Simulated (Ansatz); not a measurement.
Calculated with Ansatz (gas phase, PBE0-D4/def2-TZVP geometries, no zero-point term in ΔE). CBS: MP2 limit from def2 TZ/QZ plus the TZ coupled-cluster correction, frozen cores. This one scheme is used for every species. DFT in def2-TZVPP. One conformer a species, not always the lowest.

Consider the redistribution: `C[SiH2][SiH2]Cl` + `C#C[Si](Cl)(Cl)Cl` → `C#C[SiH2][SiH2]C` + `Cl[Si](Cl)(Cl)Cl`.

```csv
species,PBE0-D4 energy (Eh)
`C[SiH2][SiH2]Cl`,-1081.16374
`C#C[Si](Cl)(Cl)Cl`,-1746.42975
`C#C[SiH2][SiH2]C`,-697.73541
`Cl[Si](Cl)(Cl)Cl`,-2129.85829
```

(1) Work out ΔE.

Largest T1 diagnostic among the species: 0.012.

Results:

(1) ΔE = (-697.73541) + (-2129.85829) − (-1081.16374) − (-1746.42975) = -0.00021 Eh = -0.6 kJ/mol. CCSD(T)/CBS gives +1.6 kJ/mol.

In def2-TZVPP, CCSD(T) changes the Hartree–Fock value by −4.5 kJ/mol (the triples alone add −0.8 kJ/mol) and MP2 by −4.5 kJ/mol.
